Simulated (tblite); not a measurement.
(5,2) carbon nanotube piece (C24H14) at step 2 of a GFN2-xTB optimisation (tblite, gas phase), coordinates in Å:

```
  1 C     2.3826    0.5948    0.3365
  2 C     1.6942    1.7877   -0.0010
  3 C     1.3622    2.0538   -1.3795
  4 C     0.1292    2.4776   -1.7063
  5 C     0.8671    2.3320    1.0044
  6 C    -0.4741    2.3981    0.6836
  7 C    -0.8802    2.2820   -0.6865
  8 C    -1.9802    1.5087   -1.0048
  9 C    -1.4314    2.0218    1.7049
 10 C    -2.2502    1.0065    1.3774
 11 C    -2.3893    0.6072    0.0021
 12 C    -2.3329   -0.7711   -0.3375
 13 C    -2.1606   -1.1605   -1.7211
 14 C    -1.2668   -2.1055   -2.0479
 15 C    -1.8568   -1.6383    0.6647
 16 C    -0.6934   -2.3243    0.3501
 17 C    -0.2721   -2.3977   -1.0290
 18 C     1.0514   -2.2369   -1.3540
 19 C     0.3074   -2.4487    1.3576
 20 C     1.5120   -1.8815    1.0329
 21 C     1.8270   -1.5938   -0.3480
 22 C     2.4457   -0.3934   -0.6652
 23 C     2.1968   -1.1020    2.0489
 24 C     2.4434    0.1765    1.7209
 25 H     2.1337    1.8896   -2.1244
 26 H    -0.1506    2.8585   -2.6762
 27 H     1.2408    2.5744    1.9920
 28 H    -2.4234    1.5118   -1.9913
 29 H    -1.4039    2.4931    2.6735
 30 H    -2.8098    0.4564    2.1271
 31 H    -2.7635   -0.6558   -2.4654
 32 H    -1.2026   -2.5723   -3.0166
 33 H    -2.2967   -1.6756    1.6518
 34 H     1.4470   -2.4409   -2.3351
 35 H     0.0833   -2.8331    2.3378
 36 H     2.8352   -0.1887   -1.6533
 37 H     2.3910   -1.5339    3.0171
 38 H     2.6896    0.9253    2.4616
```

Question: What are the forces on the atoms (eV/Å)?

Answer: 
```
  1 C     0.13    0.10    0.22
  2 C     0.25    0.09   -0.32
  3 C     0.38    0.34    0.37
  4 C    -0.47    0.54    0.31
  5 C     0.23    0.71   -0.34
  6 C    -0.25   -0.25    0.00
  7 C     0.27   -0.13    0.06
  8 C    -0.51    0.48    0.41
  9 C     0.10    0.71   -0.38
 10 C    -0.47    0.13   -0.25
 11 C    -0.25   -0.16    0.17
 12 C    -0.17    0.07   -0.21
 13 C    -0.41   -0.09    0.40
 14 C     0.17   -0.67    0.34
 15 C    -0.54   -0.62   -0.43
 16 C     0.18   -0.02   -0.26
 17 C    -0.25    0.32   -0.07
 18 C     0.42   -0.59    0.30
 19 C    -0.12   -0.76   -0.34
 20 C     0.05    0.46   -0.03
 21 C    -0.09   -0.10    0.29
 22 C     0.77   -0.24    0.45
 23 C     0.25   -0.56   -0.31
 24 C     0.42    0.01   -0.38
 25 H    -0.16    0.21    0.10
 26 H    -0.01   -0.40   -0.14
 27 H    -0.21   -0.49   -0.03
 28 H     0.41   -0.30   -0.02
 29 H     0.24   -0.31    0.17
 30 H     0.02    0.26   -0.13
 31 H    -0.04   -0.25    0.07
 32 H     0.22    0.31   -0.17
 33 H     0.39    0.32    0.02
 34 H    -0.13    0.44   -0.18
 35 H    -0.14    0.43    0.21
 36 H    -0.50    0.05   -0.01
 37 H    -0.34    0.18    0.17
 38 H     0.16   -0.18   -0.04
```
